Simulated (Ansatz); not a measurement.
Input for Ansatz (an electronic-structure program): R-wB97M-V/def2-TZVPP on CH5BO (SMILES BOC), a point of a torsion scan.

Ansatz 0.2 input:
```yaml
crystal:
  periodic: [false, false, false]
  atoms:
    - {symbol: B, position_ang: [1.33730505, -0.08634771, 0.23553285]}
    - {symbol: O, position_ang: [0.13618861, 0.30608729, 0.61870155]}
    - {symbol: C, position_ang: [-1.04851817, 0.08812351, -0.10340322]}
    - {symbol: H, position_ang: [1.52162765, -0.66853737, -0.77705752]}
    - {symbol: H, position_ang: [2.21158073, 0.18219741, 0.96727245]}
    - {symbol: H, position_ang: [-1.73129611, -0.50127898, 0.51347141]}
    - {symbol: H, position_ang: [-1.51164294, 1.05478729, -0.31565079]}
    - {symbol: H, position_ang: [-0.86125514, -0.43954106, -1.04296371]}
basis:
  gaussian:
    orbitals: def2-TZVPP
hamiltonian:
  xc: {name: wB97M-V}
scf: {lower_state_search: off}
```

Program output:

```
WARN ansatz: RAYON_NUM_THREADS=1 ignored (pool sized by the plan → 1); use --threads N
Functional definition: wB97M-V
these checks for a lower state are left out or cut short: stability, starts, cluster_reference, orbital_swaps, neighbouring_geometries, increment
integrals: 0.07 GiB planned
795 factors; their error is unknown
integrals: 0.10 GiB planned
217 factors; integrals over basis functions are off by at most 1.5e-5 eV
mean field: 0.73 GiB planned
mean field evaluation 1: about -3839.2641 eV, gradient 3.9e1 eV
mean field evaluation 2: about -3839.3149 eV, gradient 4.1e1 eV
mean field evaluation 4: about -3842.0370 eV, gradient 1.4e0 eV
mean field evaluation 8: about -3842.0401 eV, gradient 4.4e-2 eV
mean field -3842.04012931 eV, -141.1923705240 hartree, gradient 1.0e-5 eV, S^2 0.000000; 0 other end points of the search recorded, 0 dependent functions left out
reference -3842.04017696 eV, -141.1923722749 hartree; 12, 12 occupied and 151, 151 virtual orbitals, 795 factors
Total energy: -3842.04017696 eV, -141.1923722749 hartree
Checks for a lower state left out: stability, starts, cluster_reference, orbital_swaps, neighbouring_geometries, increment
```

Self-consistency was reached.

Cost: about 3 core-seconds (a rough figure).
